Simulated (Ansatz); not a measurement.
`BC(C)B[SiH3]` + `O=CO[SiH2]F` → `BC(B)C` + `O=C([SiH3])O[SiH2]F`  (redistribution)

Calculated with Ansatz (gas phase, PBE0-D4/def2-TZVP geometries, no zero-point term in ΔE). CCSD(T)/CBS adds triple-zeta CCSD(T) − MP2 to the extrapolated MP2 energy (def2 sets, frozen cores). Functionals use def2-TZVPP. B3LYP here is the variant with VWN-RPA as its local correlation; programs differ in this. One conformer a species, not always the lowest.

`BC(C)B[SiH3]`:

```xyz
15

B     0.878    1.288   -0.459
C    -0.077    0.526    0.505
C    -1.029    1.355    1.352
B    -0.604   -0.668   -0.310
Si    0.561   -2.155   -1.012
H     0.863    2.486   -0.492
H     1.676    0.697   -1.128
H     0.799    0.137    1.084
H    -1.460    0.770    2.167
H    -1.859    1.716    0.739
H    -0.536    2.228    1.787
H    -1.772   -0.688   -0.594
H     1.961   -2.109   -0.498
H    -0.018   -3.478   -0.640
H     0.618   -2.105   -2.502
```

`O=CO[SiH2]F`:

Cartesian coordinates in Å:
```
O 0.884 -0.650 1.565
C 1.134 0.328 0.929
O 0.454 0.722 -0.157
Si -0.808 -0.196 -0.763
F -2.046 -0.110 0.225
H 1.952 1.027 1.152
H -0.404 -1.602 -0.929
H -1.166 0.481 -2.022
```

`BC(B)C`:

Cartesian coordinates in Å:
```
B 1.227 -0.904 -0.073
C 0.155 0.211 -0.155
B -0.854 -0.230 -1.243
C -0.401 0.762 1.152
H 1.458 -1.453 0.967
H 1.836 -1.230 -1.051
H 0.729 0.960 -0.745
H -0.478 -0.481 -2.351
H -2.022 -0.328 -0.988
H 0.391 1.114 1.818
H -1.090 1.593 0.985
H -0.952 -0.015 1.685
```

`O=C([SiH3])O[SiH2]F`:

Cartesian coordinates in Å:
```
O 1.354 0.751 -0.284
C 0.514 -0.112 -0.210
Si 0.740 -1.939 -0.762
O -0.703 0.157 0.289
Si -0.930 1.756 0.782
F -2.430 1.747 1.310
H 0.505 -2.807 0.417
H 2.119 -2.089 -1.276
H -0.264 -2.226 -1.815
H -0.856 2.675 -0.367
H -0.049 2.086 1.915
```

| level | ΔE (kcal/mol) | difference from CCSD(T)/CBS |
| --- | --- | --- |
| B3LYP-D4 | -0.6 | 0.0 |
| ωB97X-V | -0.4 | 0.2 |
| ωB97M-V | -1.1 | -0.5 |
| PBE0 | 1.2 | 1.8 |
| B3LYP | -1.1 | -0.5 |
| CCSD(T)/def2-TZVPP | -0.1 | 0.5 |
| HF/def2-QZVPP | -2.1 | -1.5 |
| SCS-MP2/def2-QZVPP | -1.7 | -1.1 |
| MP2/CBS(def2) | -1.4 | -0.8 |
| CCSD/CBS(def2) | -0.5 | 0.1 |
| CCSD(T)/CBS | -0.6 | 0 |

Largest T1 diagnostic among the species: 0.015.

In def2-TZVPP, CCSD(T) changes the Hartree–Fock value by +1.8 kcal/mol (the triples alone add −0.0 kcal/mol) and MP2 by +1.0 kcal/mol.
